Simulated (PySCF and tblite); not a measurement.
**Conformer ensemble of C₇H₁₁N, numbered as in [N:1]#[C:2][CH:3]1[CH2:4][CH2:5][CH2:6][CH2:7][CH2:8]1**

Free energies: PBE0-D3(BJ)/def2-TZVP on PBE0-D3(BJ)/def2-SVP structures plus GFN2-xTB thermal terms, symmetry and mirror images included. Conformers within 4 kcal/mol (GFN2-xTB free energy) were kept, 5 at most. GIAO shieldings: PBE0/pcSseg-1. Couplings: B3LYP/pcSseg-1 with pcJ-1 on H (gas phase; spin-dipole term only for pairs with B, N, F, Si or P). Couplings are for ¹H. Shifts are against TMS (¹H), TMS (¹³C), NH3 (¹⁵N) at the same level; of two unlike H on one atom, a is the less shielded. Run with PySCF (density fitting) and tblite.

The 6-ring runs over atoms 3–4–5–6–7–8.

```tsv
conformer	shape	symmetry	E(GFN2) kcal/mol	E(DFT) kcal/mol	G(298.15 K) kcal/mol	weight %	dipole D
1	6-ring chair (all substituents equatorial)	Cs	0.03	0.04	0.00	52.9	4.54
2	6-ring chair (C2 axial)	Cs	0.00	0.00	0.07	47.1	4.11
```

Weights (%) against temperature:

| T (K) | 1 | 2 | S(mix) cal/mol/K |
| --- | --- | --- | --- |
| 220 | 52.3 | 47.7 | 1.38 |
| 260 | 52.6 | 47.4 | 1.38 |
| 298.15 | 52.9 | 47.1 | 1.37 |
| 340 | 53.1 | 46.9 | 1.37 |
| 380 | 53.3 | 46.7 | 1.37 |

Averaged shifts at 298.15 K. ¹H: 2.13 (H3, 1H), 1.70 (H5a/H7a, 2H), 1.57 (H4a/H8a, 2H), 1.50 (H4b/H8b, 2H), 1.37 (H6a, 1H), 1.32 (H6b, 1H), 1.27 (H5b/H7b, 2H) ppm. ¹³C: 127.4 (C2), 32.0 (C4/C8), 28.3 (C3), 27.6 (C6), 25.9 (C5/C7) ppm. ¹⁵N: 303.0 (N1) ppm.

Averaged couplings (Hz): ³J(H3,H4b) 8.6, ³J(H3,H4a) 4.5, ⁴J(H3,H5a) -0.6, ²J(H4b,H4a) -15.0, ³J(H4b,H5a) 4.1, ³J(H4b,H5b) 9.2, ⁴J(H4b,H6b) -0.6, ⁴J(H4b,H6a) 0.7, ⁴J(H4b,H8b) 0.9, ³J(H4a,H5a) 8.8, ³J(H4a,H5b) 4.0, ⁴J(H4a,H6b) 0.7, ⁴J(H4a,H6a) -0.6, ⁴J(H4a,H8a) 0.9, ²J(H5a,H5b) -15.4, ³J(H5a,H6b) 8.5, ³J(H5a,H6a) 4.2, ⁴J(H5a,H7b) -0.6, ⁴J(H5a,H7a) 0.7, ³J(H5b,H6b) 4.1, ³J(H5b,H6a) 9.1, ⁴J(H5b,H7b) 0.5, ²J(H6b,H6a) -15.1.

Coordinates of conformer 1 (Å):

```xyz
19

N     3.619    0.037   -1.019
C     2.578    0.021   -0.514
C     1.254    0.001    0.103
C     0.471   -1.259   -0.297
C    -0.908   -1.271    0.351
C    -1.694   -0.005    0.027
C    -0.914    1.246    0.418
C     0.464    1.277   -0.230
H     1.417   -0.027    1.196
H     0.370   -1.274   -1.397
H     1.044   -2.158   -0.021
H    -1.463   -2.165    0.026
H    -0.792   -1.359    1.447
H    -2.672   -0.021    0.534
H    -1.905    0.024   -1.057
H    -0.799    1.277    1.517
H    -1.474    2.154    0.141
H     0.363    1.349   -1.327
H     1.033    2.162    0.093
```

Coordinates of conformer 2 (Å):

```xyz
19

N     2.166    0.041   -2.276
C     1.808    0.137   -1.179
C     1.331    0.256    0.201
C     0.725   -1.073    0.683
C    -0.574   -1.397   -0.044
C    -1.582   -0.257    0.077
C    -0.992    1.065   -0.405
C     0.305    1.396    0.322
H     2.216    0.496    0.814
H     1.458   -1.887    0.564
H     0.533   -0.973    1.765
H    -0.355   -1.582   -1.111
H    -0.999   -2.332    0.352
H    -1.888   -0.154    1.134
H    -2.497   -0.495   -0.488
H    -1.716    1.884   -0.267
H    -0.794    1.006   -1.490
H     0.740    2.335   -0.055
H     0.105    1.544    1.397
```

Unscaled ¹⁵N shifts at such levels can be off by tens of ppm; differences between conformers or isomers are more reliable. Shifts are unscaled: against experiment ¹³C can be off by 15 ppm or more and ¹H by 0.8 ppm.

Search and properties took 4 min on 1 thread of Arm Neoverse V1, on a host shared with other jobs (rough), launched as `OMP_NUM_THREADS=1 python ens_run.py task.json out`.


¹⁵N shifts are against a computed isolated NH3 molecule, about 20 ppm from the liquid.